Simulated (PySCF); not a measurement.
Input for PySCF: R-MP2/6-31G* on C2H8OS (a complex), monomers drawn apart or pushed together.

```python
from pyscf import gto, scf, dft, mp
from pyscf.data.elements import chemcore

mol = gto.M(
    atom='''
    C    -0.28957576   -0.54513013    0.09042057
    O    -0.19981900    0.76840916    0.63523847
    H    -1.26774162   -0.73014181   -0.36514962
    H    -0.15096621   -1.23493985    0.92131817
    H     0.49238356   -0.73348848   -0.65194804
    H    -0.27796781    1.41031733   -0.07700710
    C    -1.20242233    0.00348424    4.26522907
    S     0.57943488   -0.35582682    4.12896064
    H    -1.71935220   -0.24857594    3.34224084
    H    -1.58632525   -0.61736487    5.07295896
    H    -1.37340290    1.04965872    4.50987681
    H     0.79205870    0.39989836    3.03825979
    ''',
    basis='6-31g*',
    cart=True,
    charge=0, spin=0, verbose=3, max_memory=1800)
mf = scf.RHF(mol)
mf.conv_tol = 1e-8
mf.max_cycle = 100
mf.kernel()
if not mf.converged:
    mf = mf.newton().run(mf.mo_coeff, mf.mo_occ)
pt = mp.MP2(mf, frozen=chemcore(mol)).run()
```

It printed:

```
converged SCF energy = -552.737512686864
E(RMP2) = -553.303769968113  E_corr = -0.566257281248959
E(SCS-RMP2) = -553.301255918716  E_corr = -0.5637432318518
```

Self-consistency was reached.

Cost: roughly 1.4 core-seconds.
